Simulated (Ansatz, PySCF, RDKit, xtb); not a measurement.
Torsion H4–O1–Si2–S3 in H2OSSi (SMILES O[Si]S); at each angle all else is relaxed with GFN2-xTB, and the levels are single points there.
Geometry at 180° (charge 0, multiplicity 1):
```xyz
5

O     -0.98056     0.43597    -0.70194
Si    -0.03300    -0.86839    -0.38996
S      1.74740    -0.09558    -1.37689
H     -1.88897     0.50892    -0.42635
H      1.20822     1.05466    -1.75359
```

On the grid 0° to 330°, 270° is the highest and 180° the lowest point at MP2/CBS(cc-pV(T+d)Z, cc-pV(Q+d)Z) + ΔCCSD(T)/cc-pV(T+d)Z.

Cores are frozen in the correlated methods. CBS: X⁻³ extrapolation of the correlation energy, Hartree–Fock from the larger set. Rows in 6-31G* carry no dispersion term and start afresh at each structure (6-31G* with six Cartesian d functions).

Run with Ansatz (a quantum-chemistry and plane-wave program) with Gaussian orbitals; PySCF for 6-31G* rows; RDKit for the force fields; xtb for the GFN methods. 

```
level                                                     energy at 270° less that at 180° (meV)
--------------------------------------------------------  --------------------------------------
MMFF94                                                                                      42.1
GFN1-xTB                                                                                    52.6
GFN2-xTB                                                                                    93.4
HF/cc-pV(Q+d)Z                                                                             224.9
PBE0/def2-TZVPP                                                                            240.6
M06-2X/6-31G*                                                                         (withheld)
wB97X-V/def2-TZVPP                                                                         255.7
MP2/cc-pV(D+d)Z                                                                       (withheld)
MP2/CBS(cc-pV(T+d)Z, cc-pV(Q+d)Z) + ΔCCSD(T)/cc-pV(T+d)Z                                   251.3
```

**Question.** Complete the blanks.

**Answer.** 
- M06-2X/6-31G*, energy at 270° less that at 180° (meV): 274.0
- MP2/cc-pV(D+d)Z, energy at 270° less that at 180° (meV): 297.9
